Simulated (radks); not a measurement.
Problem. Coherent X-ray form factor from a spherical all-electron density. All-electron calculation, scalar-relativistic Kohn-Sham, PBE, spin-polarised, spherical densities, finite nucleus; Fermi nuclear charge, rms radius of each element as measured or else 0.836 A^(1/3) + 0.57 fm. Program: a radial shooting solver on a logarithmic mesh with Libxc functionals.

sin(theta)/lambda (1/angstrom),f0 (electrons)
0.05,28.597
0.1,27.503
0.15,25.969
0.2,24.230
0.25,22.438
0.3,20.672
0.4,17.381
0.5,14.549
0.6,12.251
0.8,9.139
1,7.436
1.25,6.268
1.5,5.463
2,4.053

The species is in the configuration that NIST lists as its ground one. Which atom or ion scatters so?

Solution. The zinc ion Zn+, [Ar] 3d10 4s1. Extrapolating in s^2 from the first two rows gives f0(0) = 29.0, near the electron count 29; among species with that count, the fall with angle is slower the higher Z, and the table is that of Z = 30; from so few rows the species is fixed only to a neighbour or two.
